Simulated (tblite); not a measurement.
Species: CH2F3OSi (doublet state).
Numbering: `[F:1][C:2]([F:3])([F:4])[O:5][SiH2:6]` (hydrogens: H7, H8 on Si6)

Computed with GFN2-xTB (tblite), gas phase: L-BFGS steps from a force-field or distance-geometry start until the largest atomic force falls under 0.01 eV/Å.

The end geometry, which sets the zero of energy:
```
atom  x, y, z in Å
F1     -2.2358   -0.4417   -0.2544
C2     -0.9878   -0.1780    0.1280
F3     -1.0494    0.9514    0.8629
F4     -0.6499   -1.1424    1.0087
O5     -0.1839   -0.0950   -0.8781
Si6     1.4555    0.2282   -0.7188
H7      2.0627   -0.8781   -0.0017
H8      1.5977    1.5651   -0.1713
```

Task: These geometries come from the run, each turned onto the end geometry. Order them by energy, lowest first.
A.
```
atom  x, y, z in Å
F1     -2.2364   -0.4372   -0.2213
C2     -0.9724   -0.1781    0.1074
F3     -1.0061    0.9535    0.8420
F4     -0.6057   -1.1321    0.9899
O5     -0.1955   -0.0997   -0.9202
Si6     1.4431    0.2267   -0.7057
H7      2.0236   -0.8847    0.0263
H8      1.5586    1.5611   -0.1432
```
B.
```
atom  x, y, z in Å
F1     -2.2434   -0.4456   -0.2102
C2     -0.9787   -0.1739    0.1203
F3     -0.9859    0.9785    0.8296
F4     -0.5875   -1.1470    0.9728
O5     -0.2181   -0.1100   -0.9474
Si6     1.4218    0.2190   -0.7560
H7      2.0232   -0.8377    0.0640
H8      1.5777    1.5262   -0.0978
```
C.
```
atom  x, y, z in Å
F1     -2.2386   -0.4419   -0.2053
C2     -0.9740   -0.1761    0.1069
F3     -0.9883    0.9658    0.8276
F4     -0.5920   -1.1377    0.9729
O5     -0.2182   -0.1071   -0.9337
Si6     1.4246    0.2220   -0.7435
H7      2.0206   -0.8380    0.0566
H8      1.5749    1.5225   -0.1062
```
D.
```
atom  x, y, z in Å
F1     -2.2397   -0.4381   -0.2093
C2     -0.9726   -0.1785    0.1047
F3     -0.9970    0.9545    0.8337
F4     -0.5991   -1.1314    0.9827
O5     -0.2011   -0.1011   -0.9307
Si6     1.4319    0.2244   -0.7207
H7      2.0202   -0.8570    0.0403
H8      1.5666    1.5367   -0.1253
```
E.
```
atom  x, y, z in Å
F1     -2.2284   -0.4408   -0.2409
C2     -0.9749   -0.1760    0.1205
F3     -1.0238    0.9565    0.8525
F4     -0.6266   -1.1395    0.9988
O5     -0.1842   -0.0945   -0.8955
Si6     1.4523    0.2276   -0.7130
H7      2.0309   -0.8868    0.0116
H8      1.5637    1.5628   -0.1587
```

Result: E (0.002 eV), A (0.006 eV), D (0.011 eV), C (0.022 eV), B (0.048 eV).

In the order of the answer:

| step | E above end (eV) | largest force (eV/Å) | rms force component (eV/Å) | rms distance from end (Å) | rms bond change (Å) | bond most changed (Å) |
| --- | --- | --- | --- | --- | --- | --- |
| 15 | 0.002 | 0.06 | 0.027 | 0.025 | 0.001 | Si6–H7 -0.002 |
| 8 | 0.006 | 0.11 | 0.046 | 0.041 | 0.002 | O5–Si6 +0.006 |
| 6 | 0.011 | 0.23 | 0.078 | 0.052 | 0.003 | Si6–H8 -0.004 |
| 3 | 0.022 | 0.26 | 0.088 | 0.064 | 0.004 | O5–Si6 +0.008 |
| 1 | 0.048 | 0.80 | 0.302 | 0.068 | 0.013 | C2–O5 +0.022 |
